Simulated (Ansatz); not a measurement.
Two isomers of C2H9AlOSi: A = `C[C](O)([AlH2])[SiH3]`, B = `[CH3][Al]([SiH3])[CH2]O`.

Program: Ansatz. Geometries: PBE0-D4/def2-TZVP. ΔE: electronic, gas phase. CCSD(T)/CBS is the MP2 limit (def2-TZVPP, def2-QZVPP) plus CCSD(T) − MP2 in def2-TZVPP, frozen cores. DFT in def2-TZVPP. B3LYP here is the variant with VWN-RPA as its local correlation; programs differ in this. Each species was taken in one conformer, which may not be the lowest.

Question: Which isomer does CCSD(T)/CBS put lower? Give the gap. (Estimate.)

Answer: Ansatz gave: B, by 60.9 kJ/mol.

Question: Give E(B) − E(A) in kJ/mol with B3LYP-D4, PBE-D4, PBE0-D4, HF/def2-TZVPP, ωB97M-V, CCSD(T)/def2-TZVPP, B2PLYP. (Estimate.)

Answer: The calculation gave: B3LYP-D4 -60.9, PBE-D4 -68.9, PBE0-D4 -69.2, HF/def2-TZVPP -65.0, ωB97M-V -55.1, CCSD(T)/def2-TZVPP -60.5, B2PLYP -64.6. None reverses the order clearly.

Largest T1 diagnostic: 0.012.

In def2-TZVPP, CCSD(T) changes the Hartree–Fock value by +4.5 kJ/mol (the triples alone add +2.4 kJ/mol) and MP2 by +11.2 kJ/mol. The D4 term adds +11.3 kJ/mol with B3LYP and +5.6 kJ/mol with PBE0; it sums over pairs of atoms, weighted by their polarisabilities, and B3LYP, whose exchange is more repulsive, gets the larger term.
